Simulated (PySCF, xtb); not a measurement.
C₂H₇BN₂O, SMILES C/C=N/B(N)O. The values are those of a single conformer.

Harmonic wavenumbers (cm⁻¹) from GFN2-xTB run with xtb 6.7.1 at its own minimum, in rising order: 80, 117, 122, 165, 308, 332, 432, 444, 474, 485, 546, 753, 805, 832, 962, 993, 1025, 1104, 1234, 1329, 1363, 1389, 1463, 1463, 1515, 1835, 2766, 3011, 3022, 3063, 3535, 3584, 3668.

Problem. What does PBE0-D3(BJ)/def2-SVP (PySCF 2.14.0) give at its own minimum? (An estimate is asked for; the answer gives what the named calculation found.)

Solution. 71, 143, 148, 185, 342, 367, 454, 458, 495, 566, 671, 804, 858, 900, 962, 1031, 1099, 1136, 1347, 1366, 1421, 1440, 1445, 1448, 1599, 1829, 2964, 3048, 3130, 3185, 3656, 3772, 3929. Paired by order, the mean absolute difference is 65 cm⁻¹ and the zero-point energies are 63.2 and 66.1 kcal/mol.
